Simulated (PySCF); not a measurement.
## Electron correlation in Ru²⁺ (ruthenium, charge +2)

[Kr] 4d6, high-spin 5D determinant. Calculation: PySCF 2.14, in ANO-RCC-VTZP (7s6p4d2f1g, 68 functions); scalar relativity by spin-free X2C-1e. Frozen: [Ar] 3d10; 14 electrons correlated.

| level | correlation energy (mhartree) |
| --- | --- |
| CCSD | -407.30 |
| (T) | -8.94 |
| CCSD(T) | -416.24 |

Diagnostics: T1 = 0.0038, D1 = 0.0077, largest double amplitude 0.025.

Cost of the coupled-cluster step: roughly 11 core-seconds, for 14 correlated electrons.
